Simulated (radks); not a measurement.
Results of a calculation; reference values are marked as such.
Q: Coherent X-ray form factor from a spherical all-electron density. Code: a radial shooting solver on a logarithmic mesh with Libxc functionals. Model: scalar-relativistic Kohn-Sham, PBE, spin-polarised, spherical densities, point nucleus.

sin(theta)/lambda (1/angstrom)  f0 (electrons)
0.05                                    35.994
0.1                                     33.943
0.15                                    31.683
0.2                                     29.371
0.25                                    27.157
0.3                                     25.165
0.4                                     21.920
0.5                                     19.360
0.6                                     17.134
0.8                                     13.258
1                                       10.275
1.25                                     7.889
1.5                                      6.565
2                                        5.189

The species is in the configuration that NIST lists as its ground one. Which atom or ion scatters so?

A: Neutral rubidium, [Kr] 5s1. Extrapolating in s^2 from the first two rows gives f0(0) = 36.7, near the electron count 37; among species with that count, the fall with angle is slower the higher Z, and the table is that of Z = 37; from so few rows the species is fixed only to a neighbour or two.
